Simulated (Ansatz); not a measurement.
Ansatz (a first-principles code) input (HF/6-31G*):

Ansatz 0.2 input:
```yaml
crystal:
  periodic: [false, false, false]
  atoms:
    - {symbol: S, position_ang: [-0.92221320, 0.05614290, 0.47181313]}
    - {symbol: S, position_ang: [0.92278838, 0.05434478, -0.47089818]}
    - {symbol: H, position_ang: [-1.53509157, -0.87361723, -0.28708287]}
    - {symbol: H, position_ang: [1.52588870, -0.89418562, 0.27244361]}
basis:
  gaussian:
    orbitals: 6-31G*
hamiltonian:
  xc: {name: HF}
relax: {f_tol: 0.003, max_steps: 120}
```

Output:

```
Functional definition: HF
integrals: 0.00 GiB planned
418 factors; integrals over basis functions are off by at most 5.2e-4 eV
mean field: 0.07 GiB planned
mean field evaluation 1: about -21664.1945 eV, gradient 1.3e1 eV
mean field evaluation 2: about -21664.2537 eV, gradient 1.3e1 eV
mean field evaluation 4: about -21664.9885 eV, gradient 1.0e0 eV
mean field evaluation 8: about -21664.9951 eV, gradient 6.2e-4 eV
mean field -21664.99513787 eV, -796.1738862556 hartree, gradient 1.5e-5 eV, S^2 0.000000; 0 other end points of the search recorded, 0 dependent functions left out
the calculation of the forces begins
reference -21664.99513787 eV, -796.1738862556 hartree; 17, 17 occupied and 25, 25 virtual orbitals, 418 factors
relax step   1: F+E_penalty+E_count = -21664.99513787 eV  Δ(F+E_penalty+E_count) = +0.000e0 eV  max|allowed force component| = 4.633e-1 eV/Å  Δτ_max = 0.0000 Å  (32 SCF iters, accepted)
these checks for a lower state are left out or cut short: starts, cluster_reference, orbital_swaps, neighbouring_geometries, increment
integrals: 0.00 GiB planned
418 factors; integrals over basis functions are off by at most 5.1e-4 eV
mean field: 0.07 GiB planned
mean field evaluation 16: about -21665.0047 eV, gradient 1.4e-3 eV
mean field -21665.00472000 eV, -796.1742383923 hartree, gradient 2.4e-5 eV, S^2 0.000000; 0 other end points of the search recorded, 0 dependent functions left out
the calculation of the forces begins
reference -21665.00472000 eV, -796.1742383923 hartree; 17, 17 occupied and 25, 25 virtual orbitals, 418 factors
relax step   2: F+E_penalty+E_count = -21665.00472000 eV  Δ(F+E_penalty+E_count) = -9.582e-3 eV  max|allowed force component| = 1.777e-1 eV/Å  Δτ_max = 0.0258 Å  (32 SCF iters, accepted)
these checks for a lower state are left out or cut short: starts, cluster_reference, orbital_swaps, neighbouring_geometries, increment
integrals: 0.00 GiB planned
418 factors; integrals over basis functions are off by at most 5.1e-4 eV
mean field: 0.07 GiB planned
mean field -21665.00787197 eV, -796.1743542250 hartree, gradient 2.5e-5 eV, S^2 0.000000; 0 other end points of the search recorded, 0 dependent functions left out
the calculation of the forces begins
reference -21665.00787197 eV, -796.1743542250 hartree; 17, 17 occupied and 25, 25 virtual orbitals, 418 factors
relax step   3: F+E_penalty+E_count = -21665.00787197 eV  Δ(F+E_penalty+E_count) = -3.152e-3 eV  max|allowed force component| = 7.563e-2 eV/Å  Δτ_max = 0.0442 Å  (32 SCF iters, accepted)
these checks for a lower state are left out or cut short: starts, cluster_reference, orbital_swaps, neighbouring_geometries, increment
integrals: 0.00 GiB planned
418 factors; integrals over basis functions are off by at most 5.1e-4 eV
mean field: 0.07 GiB planned
mean field evaluation 32: about -21665.0086 eV, gradient 2.1e-5 eV
mean field -21665.00857787 eV, -796.1743801665 hartree, gradient 2.2e-5 eV, S^2 0.000000; 0 other end points of the search recorded, 0 dependent functions left out
the calculation of the forces begins
reference -21665.00857787 eV, -796.1743801665 hartree; 17, 17 occupied and 25, 25 virtual orbitals, 418 factors
relax step   4: F+E_penalty+E_count = -21665.00857787 eV  Δ(F+E_penalty+E_count) = -7.059e-4 eV  max|allowed force component| = 4.965e-2 eV/Å  Δτ_max = 0.0122 Å  (26 SCF iters, accepted)
these checks for a lower state are left out or cut short: starts, cluster_reference, orbital_swaps, neighbouring_geometries, increment
integrals: 0.00 GiB planned
418 factors; integrals over basis functions are off by at most 5.1e-4 eV
mean field: 0.07 GiB planned
mean field -21665.00879589 eV, -796.1743881787 hartree, gradient 2.0e-5 eV, S^2 0.000000; 0 other end points of the search recorded, 0 dependent functions left out
the calculation of the forces begins
reference -21665.00879589 eV, -796.1743881787 hartree; 17, 17 occupied and 25, 25 virtual orbitals, 418 factors
relax step   5: F+E_penalty+E_count = -21665.00879589 eV  Δ(F+E_penalty+E_count) = -2.180e-4 eV  max|allowed force component| = 1.165e-2 eV/Å  Δτ_max = 0.0090 Å  (26 SCF iters, accepted)
these checks for a lower state are left out or cut short: starts, cluster_reference, orbital_swaps, neighbouring_geometries, increment
integrals: 0.00 GiB planned
418 factors; integrals over basis functions are off by at most 5.1e-4 eV
mean field: 0.07 GiB planned
mean field -21665.00885583 eV, -796.1743903812 hartree, gradient 1.8e-5 eV, S^2 0.000000; 0 other end points of the search recorded, 0 dependent functions left out
the calculation of the forces begins
reference -21665.00885583 eV, -796.1743903812 hartree; 17, 17 occupied and 25, 25 virtual orbitals, 418 factors
relax step   6: F+E_penalty+E_count = -21665.00885583 eV  Δ(F+E_penalty+E_count) = -5.993e-5 eV  max|allowed force component| = 8.326e-3 eV/Å  Δτ_max = 0.0023 Å  (26 SCF iters, accepted)
these checks for a lower state are left out or cut short: starts, cluster_reference, orbital_swaps, neighbouring_geometries, increment
integrals: 0.00 GiB planned
418 factors; integrals over basis functions are off by at most 5.1e-4 eV
mean field: 0.07 GiB planned
mean field -21665.00885817 eV, -796.1743904671 hartree, gradient 6.8e-5 eV, S^2 0.000000; 0 other end points of the search recorded, 0 dependent functions left out
the calculation of the forces begins
reference -21665.00885817 eV, -796.1743904671 hartree; 17, 17 occupied and 25, 25 virtual orbitals, 418 factors
relax step   7: F+E_penalty+E_count = -21665.00885817 eV  Δ(F+E_penalty+E_count) = -2.339e-6 eV  max|allowed force component| = 2.675e-3 eV/Å  Δτ_max = 0.0005 Å  (21 SCF iters, accepted)
integrals: 0.00 GiB planned
418 factors; integrals over basis functions are off by at most 5.1e-4 eV
mean field: 0.07 GiB planned
mean field evaluation 64: about -21665.0089 eV, gradient 1.2e-5 eV
mean field -21665.00885817 eV, -796.1743904671 hartree, gradient 6.8e-5 eV, S^2 0.000000; 1 other end points of the search recorded, 0 dependent functions left out
the calculation of the forces begins
reference -21665.00885817 eV, -796.1743904671 hartree; 17, 17 occupied and 25, 25 virtual orbitals, 418 factors
Total energy: -21665.00885817 eV, -796.1743904671 hartree
Atom 0 at    -0.922564     0.050523     0.461276 Å, force    -0.002675    -0.000163     0.001362 eV/Å
Atom 1 at     0.923080     0.048548    -0.460455 Å, force     0.002673    -0.000169    -0.001365 eV/Å
Atom 2 at    -1.529096    -0.867998    -0.280066 Å, force     0.000351     0.000164     0.000045 eV/Å
Atom 3 at     1.519952    -0.888389     0.265521 Å, force    -0.000349     0.000168    -0.000042 eV/Å
Dipole moment:    -0.001693    -0.325126    -0.002692 e Å
```

The geometry given is a B3LYP-D3(BJ)/def2-TZVP minimum.
